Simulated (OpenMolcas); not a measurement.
Rh3+: effect of the metal basis

Rh3+ with its 6 nearest fluoride ions at 2.046 Å, on the Y site of Cs2NaYF6 (a = 9.075 Å, distance in the model lattice 2.178 Å). The rest of the host is ab initio model potentials to 7.6 Å and point charges beyond; the distance is set by hand and nothing relaxes.

- Program: OpenMolcas 26.06
- Method: SS-CASPT2, IPEA 0.25 Eh, imaginary shift 0.1 Eh (closed shells correlated: 4s 4p and the ligand valence shells)
- Spin-orbit coupling: RASSI with atomic mean-field integrals over the reference wave functions

Fixed: ligand basis ANO-RCC-VDZP, active space 6 electrons in 5 orbitals (4d), DKH2 Hamiltonian.

States (labels of O, the rotations of Oh). Energies in cm-1 above the lowest state or level, χT in cm3 K/mol.

```
Run   Metal basis  Ground state  First state of that spin  First gap with spin-orbit (degeneracies)  χT at 300 K  First state of another spin                     Cost
  A  ANO-RCC-VDZP           1A1                 1T1 18900                              13490 (1, 2)        0.041                    3T1 14070   roughly 6 core-minutes
  B  ANO-RCC-VTZP           1A1                 1T1 18260                              13180 (1, 2)        0.043              2S+1 = 3: 13810  roughly 10 core-minutes
```

Against A, the first state of the same spin changes by -3.4 % in B.

Costs are those of the CASPT2 steps.

Roots that are degenerate in the reference are averaged as groups; the widest CASPT2 spread within a group is 220 cm-1 (the 2-fold group of multiplicity 1 near 70600 cm-1 above the lowest state of its run, B). Shifts and gaps below about the spread of the groups concerned are not significant. Over all roots computed the reference weight is 0.69 to 0.72 in A, 0.69 to 0.71 in B; a low but even weight reflects the number of correlated electrons. Ligand-to-metal charge-transfer states are missing. With no ligand orbital active B as a rule stays too high, so bands that hang on it stand too high and its fall with covalency is understated. With one d shell and no ligand orbital active, 10Dq can be off by a tenth or more. The least metal-like active orbital is 79 % on the metal (Löwdin) and no ligand orbital is active, so the numbers are rough (holds for A). The least metal-like active orbital is 80 % on the metal (Löwdin) and no ligand orbital is active, so the numbers are rough (holds for B). No measured value stands beside these numbers; the geometry was set by hand and not optimised.

A state without a sure symmetry label is named by its multiplicity alone.
